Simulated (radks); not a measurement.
Ionisation of the arsenic ion As2+, [Ar] 3d10 4s2 4p1, to [Ar] 3d10 4s2 as the strength of local exchange is varied. All-electron calculation, Dirac Kohn-Sham, Slater X-alpha exchange (alpha = 2/3 is LDA exchange), no correlation, spin-unpolarised, spherical densities, point nucleus; open shells fill j = l - 1/2 first. Program: a radial shooting solver on a logarithmic mesh with Libxc functionals.

alpha  E(As2+) (hartree)  exchange (hartree)  IE (eV)  -e of the level emptied (eV)  <r> of it (bohr)
0.667        -2254.04442           -77.13968   27.027                21.911 (4p1/2)             2.137
0.701        -2257.97989           -81.20858   27.436                22.304 (4p1/2)             2.122
0.87         -2277.63985          -101.62912   29.516                24.310 (4p1/2)             2.051
0.941        -2285.94814          -110.30521   30.413                25.179 (4p1/2)             2.022
0.985        -2291.11141          -115.71072   30.975                25.724 (4p1/2)             2.005

NIST Atomic Spectra Database: 28.35 eV (measured). The Delta-SCF value meets it near alpha = 0.78. Spin polarisation and multiplet splitting are left out, so open shells lie too high by an amount that depends on their filling.

Beside tabulated values, note that spin-unpolarised runs miss the spin-polarisation part of the exchange energy of open shells.
